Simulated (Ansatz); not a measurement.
CH$_{9}$B$_{2}$NSi. The species carries charge 0 and has multiplicity 1. The bonds changed during the relaxation, so this is another structure than the one it started from. All single points use the PBE0-D4/def2-TZVP geometry. It is one conformer, not always the lowest.

```xyz
14

B    -1.192    0.468   -1.007
Si    0.307   -0.815   -1.265
C     0.835    0.139    1.066
B     0.492    0.895   -0.180
N    -0.031   -0.438    1.904
H    -1.511    1.135   -1.946
H    -2.062    0.040   -0.294
H     1.166   -0.861   -2.469
H     0.293   -2.105   -0.540
H     1.877    0.012    1.347
H    -0.704    1.428   -0.184
H     1.281    1.601   -0.727
H    -1.017   -0.395    1.702
H     0.266   -1.105    2.594
```

(1) What is the dipole moment at r2SCAN/def2-TZVPP? (Best estimate.)

(2) And with PBE, B3LYP, ωB97M-V? (Best estimate.)

(3) Give the Mulliken charges with r2SCAN, ωB97M-V, PBE in def2-TZVPP. (An estimate is asked.)

Results:

(1) Computed: 4.18 D, with components (1.02, -1.75, 3.65) D in this frame, pointing from negative to positive charge.

(2) Ansatz gave: PBE 4.13 D, B3LYP 4.15 D, ωB97M-V 4.26 D.

(3) The calculation gave: 
```csv
atom,r2SCAN,ωB97M-V,PBE
B1,-0.20,-0.43,-0.25
Si2,0.13,0.05,0.05
C3,0.06,0.02,0.02
B4,-0.13,-0.28,-0.14
N5,-0.27,-0.19,-0.21
H6,0.01,0.10,0.03
H7,-0.02,0.08,0.01
H8,-0.08,-0.02,-0.06
H9,-0.07,-0.02,-0.06
H10,0.11,0.14,0.12
H11,0.06,0.13,0.08
H12,0.02,0.12,0.03
H13,0.20,0.17,0.19
H14,0.19,0.15,0.19
```

B3LYP here is the variant with VWN-RPA as its local correlation; programs differ in this.
